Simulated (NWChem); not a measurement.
# CH$_{5}$AlO$_{3}$; SMILES C[O][Al]([OH])[OH]

```xyz
10

Al     0.0543     0.4971     0.0000
O      1.2060     1.7416     0.0000
H      2.1513     1.5854     0.0000
O     -1.5988     0.8709     0.0000
H     -1.9398     1.7661     0.0000
O      0.5539    -1.1144     0.0000
C     -0.0240    -2.3766     0.0000
H      0.2927    -2.9518    -0.8889
H      0.2927    -2.9518     0.8889
H     -1.1293    -2.3469     0.0000
```
Atoms are numbered in this order, from 1.

Structure relaxed at the PBE0/def2-SVP level.

### Question
Give the principal values of the shielding tensors (ppm) of Al1, O2, O4, O6, C7 from PBE/pcSseg-1, GIAO (NWChem), with their diamagnetic and paramagnetic parts as GIAO splits them.

### Answer
```json
[
 {"atom": "Al1", "σ11": "398.5", "σ22": "488.3", "σ33": "500.4", "isotropic": "462.4", "diamagnetic": "797.6", "paramagnetic": "-335.2"},
 {"atom": "O2", "σ11": "306.6", "σ22": "307.3", "σ33": "362.5", "isotropic": "325.5", "diamagnetic": "388.3", "paramagnetic": "-62.8"},
 {"atom": "O4", "σ11": "312.0", "σ22": "322.2", "σ33": "360.1", "isotropic": "331.4", "diamagnetic": "387.8", "paramagnetic": "-56.4"},
 {"atom": "O6", "σ11": "278.3", "σ22": "338.7", "σ33": "369.7", "isotropic": "328.9", "diamagnetic": "395.2", "paramagnetic": "-66.3"},
 {"atom": "C7", "σ11": "94.1", "σ22": "98.5", "σ33": "179.9", "isotropic": "124.2", "diamagnetic": "245.0", "paramagnetic": "-120.8"}
]
```
